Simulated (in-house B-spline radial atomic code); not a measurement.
Te⁵⁺. Computed with a B-spline radial atomic code. Model: all-electron spherical atom, spin shells full or empty, radial basis limit, no spin-orbit coupling, Breit or QED, empty-state partial waves extrapolated as (l+1/2)^-4, RPA, G0W0 and static COHSEX of the highest shell as one setting changes (uncorrelated shells keep exact exchange).

In a row where one electron alone is correlated, RPA and GW hold only self-correlation.

Given: element Te; charge 5; filled core Kr; hamiltonian one-electron scalar X2C; mean-field start Hartree-Fock; highest l of empty states 9; nuclear rms radius 4.7423 fm; highest mean-field shell 5s up.

Shell: 4d 5 5, 5s 1 0 (electrons up and down).

```json
{"lowest nl shells left uncorrelated": "0", "RPA correlation energy (hartree)": "-3.4989", "G0W0 level (eV)": "-71.065", "G0W0 minus most complete (meV)": "0", "COHSEX level (eV)": "-72.408"}
{"lowest nl shells left uncorrelated": "1", "RPA correlation energy (hartree)": "-3.323", "G0W0 level (eV)": "-71.065", "G0W0 minus most complete (meV)": "0.2", "COHSEX level (eV)": "-72.407"}
{"lowest nl shells left uncorrelated": "2", "RPA correlation energy (hartree)": "-3.132", "G0W0 level (eV)": "-71.068", "G0W0 minus most complete (meV)": "-2.8", "COHSEX level (eV)": "-72.415"}
{"lowest nl shells left uncorrelated": "3", "RPA correlation energy (hartree)": "?", "G0W0 level (eV)": "?", "G0W0 minus most complete (meV)": "?", "COHSEX level (eV)": "?"}
{"lowest nl shells left uncorrelated": "4", "RPA correlation energy (hartree)": "-2.4117", "G0W0 level (eV)": "-71.08", "G0W0 minus most complete (meV)": "-14.8", "COHSEX level (eV)": "-72.437"}
{"lowest nl shells left uncorrelated": "5", "RPA correlation energy (hartree)": "-1.8983", "G0W0 level (eV)": "-71.069", "G0W0 minus most complete (meV)": "-3.4", "COHSEX level (eV)": "-72.424"}
{"lowest nl shells left uncorrelated": "6", "RPA correlation energy (hartree)": "-1.0935", "G0W0 level (eV)": "-70.995", "G0W0 minus most complete (meV)": "69.9", "COHSEX level (eV)": "-72.313"}
{"lowest nl shells left uncorrelated": "7", "RPA correlation energy (hartree)": "-0.94846", "G0W0 level (eV)": "-71.061", "G0W0 minus most complete (meV)": "4.1", "COHSEX level (eV)": "-72.431"}
{"lowest nl shells left uncorrelated": "8", "RPA correlation energy (hartree)": "?", "G0W0 level (eV)": "?", "G0W0 minus most complete (meV)": "?", "COHSEX level (eV)": "?"}
{"lowest nl shells left uncorrelated": "9", "RPA correlation energy (hartree)": "-0.013722", "G0W0 level (eV)": "-69.802", "G0W0 minus most complete (meV)": "1262.9", "COHSEX level (eV)": "-70.522"}
```

(1) What follows for lowest nl shells left uncorrelated = 3?

(2) What follows for lowest nl shells left uncorrelated = 8?

Results:

(1) RPA correlation energy -2.5858 hartree; G0W0 level -71.064 eV; G0W0 minus most complete 0.8 meV; COHSEX level -72.405 eV.

(2) RPA correlation energy -0.54767 hartree; G0W0 level -70.96 eV; G0W0 minus most complete 105.6 meV; COHSEX level -72.265 eV.
